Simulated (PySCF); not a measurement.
H4HfO4 (SMILES [OH][Hf]([OH])([OH])[OH]), singlet, geometry from GFN2-xTB (such geometries of metal compounds can be far from the true shape) (core potentials on Hf); PySCF with PBE0/def2-SV(P).

The PySCF input:
```python
from pyscf import gto, scf, dft

mol = gto.Mole()
mol.atom = '''
    Hf   -0.000000   -0.000000   -0.000000
    O     1.790811   -0.221606   -0.501143
    H     2.000409    0.325439   -1.267523
    O     0.097378    0.186784    1.860883
    H     1.016295    0.222529    2.152159
    O    -0.593789    1.368909   -1.131707
    H    -1.454297    1.150116   -1.508779
    O    -1.294400   -1.334086   -0.228034
    H    -1.562407   -1.698084    0.624143
'''
mol.basis = 'def2-sv(p)'
mol.ecp = {'Hf': 'def2-sv(p)'}
mol.charge = 0
mol.spin = 0
mol.verbose = 5
mol.build()

mf = dft.RKS(mol)
mf.xc = 'pbe0'
mf.kernel()
```

Output, abridged:

```
PySCF version 2.14.0

[INPUT] verbose = 5
[INPUT] max_memory = 4000
[INPUT] num. atoms = 9
[INPUT] num. electrons = 48
[INPUT] charge = 0
[INPUT] spin (= nelec alpha-beta = 2S) = 0
[INPUT] symmetry False subgroup None
[INPUT] Mole.unit = angstrom
[INPUT] Symbol           X                Y                Z      unit          X                Y                Z       unit  Magmom
[...]
[INPUT] ---------------- BASIS SET ----------------
[INPUT] l, kappa, [nprim/nctr], expnt,             c_1 c_2 ...
[INPUT] H
[...]
                                1.9622572         0.13796524
                                0.44453796        0.47831935
[...]
[INPUT] Hf
[...]
                                11.547491         1.5261602829
[...]
                                5.959979          -0.837135086203
                                1.0921117054      0.505705062862
                                0.49702823217     0.519653886905
[...]
                                1.3077987772      0.18409232564
                                0.53272310298     0.414844235157
                                0.20564954488     0.442243034969
[...]
[INPUT] O
[...]
                                340.87010191      -0.03989003923
                                77.363135167      -0.17853911985
                                21.47964494       -0.46427684959
                                6.6589433124      -0.44309745172
[...]
                                3.863550544       0.23094120765
                                1.0480920883      0.51375311064
[...]
nuclear repulsion = 219.341995654456
number of shells = 43
number of NR pGTOs = 162
number of NR cGTOs = 89
basis = def2-sv(p)
ecp = {'Hf': 'def2-sv(p)'}

******** <class 'pyscf.dft.rks.RKS'> ********
method = RKS
initial guess = minao
damping factor = 0
level_shift factor = 0
DIIS = <class 'pyscf.scf.diis.CDIIS'>
diis_start_cycle = 1
diis_space = 8
diis_damp = 0
SCF conv_tol = 1e-09
SCF conv_tol_grad = None
SCF max_cycles = 50
direct_scf = True
direct_scf_tol = 1e-13
XC library pyscf.dft.libxc version 7.1.2
    S. Lehtola, C. Steigemann, M. J. T. Oliveira, and M. A. L. Marques,  SoftwareX 7, 1–5 (2018)
XC functionals = pbe0
    C. Adamo and V. Barone,  J. Chem. Phys. 110, 6158 (1999)
    M. Ernzerhof and G. E. Scuseria,  J. Chem. Phys. 110, 5029 (1999)
radial grids:
    Treutler-Ahlrichs [JCP 102, 346 (1995); DOI:10.1063/1.469408] (M4) radial grids

becke partition: Becke, JCP 88, 2547 (1988); DOI:10.1063/1.454033
[...]
  1.20705749e+00  1.22853084e+00  1.25913674e+00  1.37980772e+00
  1.54074928e+00  1.54074960e+00  1.55291329e+00  2.57047588e+00
  2.57047910e+00  2.57233763e+00  2.59331248e+00  2.59519207e+00
  2.59920536e+00  2.59920738e+00  2.65324217e+00  2.65324456e+00
  2.65924405e+00  2.66961156e+00  2.68862447e+00  2.84482657e+00
  2.86601279e+00  2.99382192e+00  2.99382734e+00  3.02963982e+00
  3.03764020e+00  3.04188642e+00  3.04189474e+00  7.18441292e+01
  7.07077562e+02]
nelec by numeric integration = 47.99998400619466
E1 = -933.8404596468174  E2 = 363.60513560631586  Ecoul = 405.3133353794369  Exc = -41.708199773121066
cycle= 8 E= -350.893328386045  delta_E= -1.06e-10  |g|= 5.55e-06  |ddm|= 4.34e-05
[...]
  mo_energy =
[-1.91980296e+01 -1.91979697e+01 -1.91979459e+01 -1.91979457e+01
 -2.47815595e+00 -1.34509461e+00 -1.34509450e+00 -1.33226862e+00
 -9.99584644e-01 -9.79495175e-01 -9.63455699e-01 -9.63455642e-01
 -5.16709604e-01 -4.95530958e-01 -4.95529643e-01 -4.93119697e-01
 -3.93621554e-01 -3.81479543e-01 -3.57485098e-01 -3.57484792e-01
 -3.47376856e-01 -3.46927637e-01 -3.24597477e-01 -3.24597340e-01
 -2.11840204e-02  3.16293385e-02  3.16304855e-02  3.62694994e-02
  5.04969901e-02  5.66373540e-02  7.33606289e-02  7.33614664e-02
  1.17749300e-01  1.39087055e-01  1.58066932e-01  1.76895956e-01
  1.76896287e-01  2.29906719e-01  2.44009013e-01  2.44010097e-01
  2.55227531e-01  2.55980990e-01  2.91345596e-01  6.83052227e-01
  6.83054117e-01  6.85456643e-01  6.93926198e-01  7.72344904e-01
  8.68198640e-01  8.68200646e-01  1.00735224e+00  1.00735303e+00
  1.02250860e+00  1.09051960e+00  1.09052081e+00  1.11006639e+00
  1.13467678e+00  1.14385548e+00  1.17630394e+00  1.20705657e+00
  1.20705818e+00  1.22853149e+00  1.25913716e+00  1.37980814e+00
  1.54074987e+00  1.54075008e+00  1.55291367e+00  2.57047594e+00
  2.57048023e+00  2.57233823e+00  2.59331307e+00  2.59519264e+00
  2.59920556e+00  2.59920839e+00  2.65324327e+00  2.65324476e+00
  2.65924470e+00  2.66961218e+00  2.68862514e+00  2.84482725e+00
  2.86601348e+00  2.99382282e+00  2.99382772e+00  3.02964039e+00
  3.03764076e+00  3.04188659e+00  3.04189579e+00  7.18441313e+01
  7.07077564e+02]
nelec by numeric integration = 47.999984006223414
E1 = -933.8404355917988  E2 = 363.60511155130666  Ecoul = 405.31330840100856  Exc = -41.70819684970188
Extra cycle  E= -350.893328386036  delta_E= 9.44e-12  |g|= 8.27e-06  |ddm|= 1.04e-05
converged SCF energy = -350.893328386036
```
